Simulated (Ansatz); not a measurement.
`C[SiH](F)[SiH3]` + HCl → `F[SiH]([SiH3])Cl` + CH₄ at 298.15 K and 1 bar (ligand exchange at the Si–C bond).

Program: Ansatz. Geometries: PBE0-D4/def2-TZVP. ΔE: electronic, gas phase. CBS: MP2 limit from def2 TZ/QZ plus the TZ coupled-cluster correction, frozen cores. This one scheme is used for every species.

```tsv
species	CCSD(T)/CBS energy (Eh)	H − E (kJ/mol)	S (J/(mol·K))
`C[SiH](F)[SiH3]`	-720.28056	213.7	349.9
HCl	-460.38127	26.6	186.8
`F[SiH]([SiH3])Cl`	-1140.23962	120.5	343.9
CH₄	-40.46206	127.4	186.2
```

H − E and S are ideal-gas, rigid-rotor, harmonic terms from PBE0-D4/def2-TZVP, for one conformer and one mirror image of each species. 1 Eh = 2625.50 kJ/mol, R = 8.31446 J/(mol·K).

Problem. By hand: ΔE, ΔH, ΔS and ΔG.

Solution. ΔE = (-1140.23962) + (-40.46206) − (-720.28056) − (-460.38127) = -0.03985 Eh = -104.6 kJ/mol. Δ(H − E) = 120.5 + 127.4 − 213.7 − 26.6 = 7.6, so ΔH = -97.0 kJ/mol. ΔS = 343.9 + 186.2 − 349.9 − 186.8 = -6.6 J/(mol·K). ΔG = -97.0 − 298.15 × (-6.6)/1000 = -95.0 kJ/mol.

Problem. By hand: the equilibrium constant, and the temperature at which ΔG would vanish if ΔH and ΔS stayed fixed.

Solution. log₁₀ K = −ΔG/(RT ln 10) = 16.6. ΔG = 0 at ΔH/ΔS = 14697 K, far beyond where these terms or the molecules hold.

The number of gas molecules stays the same, so ΔS is small and ΔH decides. A doubt of 5 kJ/mol in ΔE shifts log₁₀ K by 0.9 here. Other conformers and mirror images would add mixing entropy, several J/(mol·K) or more a flexible species. These are equilibria of isolated gas molecules and say nothing of rates. Largest T1 diagnostic: 0.012 (customary marks: 0.02 for closed shells, 0.045 for open ones).
